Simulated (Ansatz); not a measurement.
Start from `CC1(Br)CO1` and change one atom or group to get `CC1(N)CO1`.

Ansatz, PBE0-D4/def2-TZVP geometries, multiplicity 1. Each molecule was computed in one conformer, which needn't be the lowest.

Scalar relativity is left out up to krypton. Spin–orbit coupling is left out; it splits and shifts lone-pair levels of the heavy atoms by tenths of an eV.

| property | `CC1(Br)CO1` |
| --- | --- |
| HOMO–LUMO gap (B3LYP/def2-TZVPP) / eV | 7.37 |
| HOMO–LUMO gap (PBE/def2-TZVPP) / eV | 5.53 |
| HOMO energy (B3LYP/def2-TZVPP) / eV | -7.66 |
| HOMO–LUMO gap (PBE0/def2-TZVPP) / eV | 7.90 |
| LUMO energy (ωB97M-V/def2-TZVPP) / eV | 2.08 |
| HOMO energy (PBE0/def2-TZVPP) / eV | -7.90 |

(1) What does the change do to each property? (Estimate.)

Answers

(1) Ansatz gave: 
```csv
property,`CC1(N)CO1`,shift
HOMO–LUMO gap (B3LYP/def2-TZVPP) / eV,7.61,0.24
HOMO–LUMO gap (PBE/def2-TZVPP) / eV,5.86,0.33
HOMO energy (B3LYP/def2-TZVPP) / eV,-6.88,0.78
HOMO–LUMO gap (PBE0/def2-TZVPP) / eV,8.21,0.31
LUMO energy (ωB97M-V/def2-TZVPP) / eV,2.48,0.40
HOMO energy (PBE0/def2-TZVPP) / eV,-7.11,0.79
```

With PBE0 the HOMO rises by 0.79 eV and the LUMO rises by 1.10 eV, so the gap widens by about 0.31 eV. PBE moves the HOMO by 0.98 eV and ωB97M-V by 0.66 eV. The zero-point energy changes by 70.9 kJ/mol with +6 modes.

Positive LUMOs are unbound, so they and the gaps depend on the basis.

B3LYP here is the variant with VWN-RPA as its local correlation; programs differ in this.
